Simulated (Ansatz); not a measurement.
Mulliken charges of CH$_{4}$BFTe, SMILES `C[Te]BF` from ωB97M-V/def2-TZVPP in Ansatz (PBE0-D4/def2-TZVP geometry).

```
atom   x (Å)   y (Å)   z (Å)  charge (e)
  C1  -0.645   1.095  -0.588      -0.506
 Te2   0.713   0.749   1.033       0.136
  B3   0.828  -1.358   0.720       0.076
  F4   1.584  -2.110   1.501      -0.201
  H5  -0.869   0.134  -1.048       0.147
  H6  -1.553   1.546  -0.197       0.157
  H7  -0.173   1.757  -1.310       0.157
  H8   0.206  -1.870  -0.168       0.035
```

**Question.** By hand: the dipole of these point charges (1 e Å = 4.8032 D).

**Answer.** Σ q r = (-0.224, 0.342, -0.206) e Å, of length 0.458 e Å = 2.20 D.

**Question.** How does the dipole of the full density compare? (An estimate is asked.)

**Answer.** The calculation gave: (-0.228, 0.171, -0.248) e Å, 1.81 D; the point charges give 1.22 times that, at 22° from its direction.

Point charges leave out the atoms' own dipoles, such as those of lone pairs, and Mulliken's split depends on the basis, so the two needn't agree.
